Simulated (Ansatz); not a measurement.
Relaxation of a periodic cell of 19 atoms, LiC$_{18}$ (surface graphene monolayer, adsorbate Li), to a largest force component of 0.03 eV/Å in at most 60 steps.

Theory: DFT PBEsol, scalar-relativistic, plane waves, PAW in Ansatz 0.2.0. Settings: cutoff 420 eV, k mesh 2x2x1, gaussian smearing 0.02 eV, spin collinear.

```xyz
19
Lattice="7.3980 0.0000 0.0000 -3.6990 6.4069 0.0000 0.0000 0.0000 13.0000" Properties=species:S:1:pos:R:3:forces:R:3
C 0.000 0.000 1.000 -0.17 -0.07 0.04
C 1.233 0.712 1.000 -0.13 -0.16 0.15
C -1.233 2.136 1.000 0.00 -0.02 0.00
C 0.000 2.847 1.000 -0.23 0.16 0.06
C -2.466 4.271 1.000 0.00 0.01 -0.02
C -1.233 4.983 1.000 0.00 -0.13 0.03
C 2.466 0.000 1.000 0.00 -0.19 0.12
C 3.699 0.712 1.000 0.13 -0.16 0.15
C 1.233 2.136 1.000 -0.26 0.06 0.04
C 2.466 2.847 1.000 0.00 0.39 -0.28
C 0.000 4.271 1.000 0.00 0.01 -0.02
C 1.233 4.983 1.000 -0.03 0.01 0.00
C 4.932 0.000 1.000 0.17 -0.07 0.04
C 6.165 0.712 1.000 0.00 0.00 -0.03
C 3.699 2.136 1.000 0.26 0.06 0.04
C 4.932 2.847 1.000 0.23 0.16 0.06
C 2.466 4.271 1.000 0.00 0.31 0.07
C 3.699 4.983 1.000 0.03 0.01 0.00
Li 2.466 1.898 2.850 0.00 -0.38 -0.41
```

Problem. Where does it end, and by what steps?

Solution. It converged. The force dipped under the threshold on the way, but the program's further checks kept it going. Limits of this set-up: slab without dipole correction. After 4 steps the energy has fallen by 0.192 eV; Li19 moved furthest, 0.48 Å.

| step | energy less start (eV) | largest force component (eV/Å) | accepted |
| --- | --- | --- | --- |
| 0 | 0.0000 | 0.412 | yes |
| 1 | -0.0950 | 0.364 | yes |
| 2 | -0.1703 | 0.219 | yes |
| 3 | -0.1924 | 0.014 | yes |
| 4 | -0.1924 | 0.014 | yes |

```xyz
19
Lattice="7.3980 0.0000 0.0000 -3.6990 6.4069 0.0000 0.0000 0.0000 13.0000" Properties=species:S:1:pos:R:3
C -0.005 0.021 1.016
C 1.227 0.733 1.003
C -1.233 2.160 1.015
C -0.006 2.875 1.015
C -2.466 4.296 1.015
C -1.233 5.001 1.017
C 2.466 0.017 1.004
C 3.705 0.733 1.003
C 1.227 2.164 1.001
C 2.466 2.879 0.999
C 0.000 4.296 1.015
C 1.233 5.007 1.015
C 4.937 0.021 1.016
C 6.165 0.736 1.015
C 3.705 2.164 1.001
C 4.938 2.875 1.015
C 2.466 4.302 1.014
C 3.699 5.007 1.015
Li 2.466 1.458 2.656
```

Time of the run: 37 s on 2 threads of Arm Neoverse V1 (shared host), peak memory 0.93 GiB.
